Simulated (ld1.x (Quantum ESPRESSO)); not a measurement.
**Before and after: TM semilocal potential for As**

arsenic (As), norm-conserving Troullier–Martins (semilocal form), made with ld1.x (Quantum ESPRESSO) 7.5 (PBEsol, scalar-relativistic). Core [Ar] 3d10, reference 4s2 4p3. Waves: 4s (bound): rc 1.60 bohr; 4p (bound): rc 1.80 bohr. Local part: the p channel. Core correction: none.

All-electron outer shells of the reference configuration (PBEsol, scalar-relativistic, ld1.x):

```csv
shell,level (eV),outermost node (bohr),outermost maximum (bohr)
3p,-133.47,0.22,0.52
3d,-40.64,–,0.47
4s,-14.50,0.73,1.61
4p,-5.20,0.78,1.97
```

Change: core correction a·sin(br)/r model core inside 1.14 bohr.

Cutoffs: the cutoffs (Ry, on a coarse ladder) from which the occupation-weighted sum of valence levels, in a spherical-Bessel basis at the reference potential, stays within 10 and 1 mRy of its value at 400 Ry; they do not see the model core or the augmentation charge, which bear on the density cutoff. Errors are all-electron minus pseudo energies relative to the spin-unpolarised reference configuration.

Task: How do hardness, ghosts and transferability respond?

Result: The potential gets neither clearly harder nor softer (35 Ry and 50 Ry → 35 Ry and 50 Ry); of the 7 tests that both files solve, the error grows in 3 and shrinks in 2 by more than 15 % and 0.3 meV (median size 5.0 → 17.0 meV); neither file shows a bound ghost. A semilocal file is local in each channel, so a ghost entry of none says nothing of the separable form that plane-wave codes build from it. A model core, the more so a compact one, raises the density cutoff, which this test does not measure.

| quantity | base | changed |
| --- | --- | --- |
| cutoff, loose | 35 Ry | 35 Ry |
| cutoff, tight | 50 Ry | 50 Ry |
| bound ghosts | none | none |
| error for 4s2 4p2, meV [ΔE 9.16 eV] | -4.1 | -2.8 |
| error for 4s2 4p1, meV [ΔE 27.10 eV] | -21 | -21 |
| error for 4s2 4p0, meV [ΔE 54.82 eV] | -55 | -91 |
| error for 4s2 4p2.5, meV [ΔE 3.56 eV] | -1.1 | -0.7 |
| error for 4s1 4p3, meV [ΔE 19.27 eV] | +5.0 | -17 |
| error for 4s2 4p3.3, meV [ΔE -1.23 eV] | +0.1 | +0.1 |
| error for 4s1 4p0, meV [ΔE 105.45 eV] | +40 | -359 |
| s: phases at 1.96 bohr within 0.05 rad from the reference energy up to (Ry; the scan ends near 5) | 4.5 | 4.5 |
| p: phases at 1.96 bohr within 0.05 rad from the reference energy up to (Ry; the scan ends near 5) | to the end of the scan | to the end of the scan |
